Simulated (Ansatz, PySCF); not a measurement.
GeH6O2Si, SMILES [OH][GeH2][O][SiH3].

Geometry optimised at PBE0-D3(BJ)/def2-SVP. The structure was generated by enumeration, and PubChem lists no compound with its InChIKey, so it may never have been made. The values are those of a single conformer.

Vertical ionisation energy (IE) and electron affinity (EA) in eV. Rows of orbital energies are one-electron estimates. Where ΔSCF, EOM or ADC give a negative EA the extra electron is unbound and the value depends on the basis.

```
level                                                                        IE     EA
------------------------------------------------------------------------  -----  -----
−ε(HOMO), −ε(LUMO), r2SCAN/def2-TZVP (PySCF)                               7.48   0.49
−ε(HOMO), −ε(LUMO), PBE/def2-TZVP (PySCF)                                   ___    ___
ΔSCF, CAM-B3LYP/def2-SVPD (Ansatz), final states of multiplicity 2 and 2  10.88  -1.25
ΔSCF, PBE/def2-SVPD (Ansatz), final states of multiplicity 2 and 2        10.02  -0.94
```

Q: What belongs in the gaps? (An estimate is asked for; the answer gives what the named calculation found.)

A: 
- −ε(HOMO), −ε(LUMO), PBE/def2-TZVP (PySCF), IE: 7.11
- −ε(HOMO), −ε(LUMO), PBE/def2-TZVP (PySCF), EA: 0.89

Q: What vertical singlet–triplet gap does ΔSCF give with CAM-B3LYP/def2-SVPD (Ansatz, a quantum-chemistry and plane-wave program) and with PBE/def2-SVPD (Ansatz)? (An estimate is asked for; the answer gives what the named calculation found.)

A: 7.11 and 6.08 eV (triplet above singlet where positive).
